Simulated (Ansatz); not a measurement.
Dissociation curve of SMILES [SiH3]Br (H₃BrSi). The Si1–Br5 bond (Si1 also carries H, H, H; Br5 carries nothing else) is stretched with both fragments frozen at the PBE0/def2-TZVP optimised geometry.

Calculation: Ansatz (a first-principles code) with CCSD(T) on UHF/cc-pVTZ, cores with 3d frozen.

Question: Relative to R = 2.22 Å, what are the energies at R = 2.31, 2.99, 3.34, 5.99 Å?

Answer: 1.3 mEh at 2.31 Å, 65.0 mEh at 2.99 Å, 100.8 mEh at 3.34 Å, 146.8 mEh at 5.99 Å.

The unrestricted determinant behind UCCSD(T) is spin-contaminated at 3.34 to 7.71 Å (<S²> up to 1.0, against 0.00 for a pure singlet).
